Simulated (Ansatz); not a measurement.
Basis-set extrapolation for `C=C1S[Si]1(C)F` (PBE0-D4/def2-TZVP geometry, frozen core, Ansatz). Multiplicity 1, RHF reference.

```tsv
	def2-TZVPP	def2-QZVPP
HF	-902.583273	-902.613283
MP2 correlation	-1.026003	-1.106515
CCSD(T) correlation	-1.114438	not run
```

Energies in hartree. Use E(X) = E(∞) + A·exp(−7.88·√X) for Hartree–Fock and E(X) = E(∞) + B·X^(−2.97) for correlation, with X = 3 and 4, and add CCSD(T) minus MP2 of the smaller set to the MP2 limit.

Task: What is the CCSD(T) energy at the basis-set limit?

Result: HF limit: -902.613283 + (-0.030010) × 0.13774 = -902.61742. MP2 limit: -1.106515 + (-0.080512) × 0.74074 = -1.16615. Higher-order term: -1.114438 − (-1.026003) = -0.08844. Total: -903.87201 hartree, 109.4 kcal/mol below CCSD(T)/def2-TZVPP.
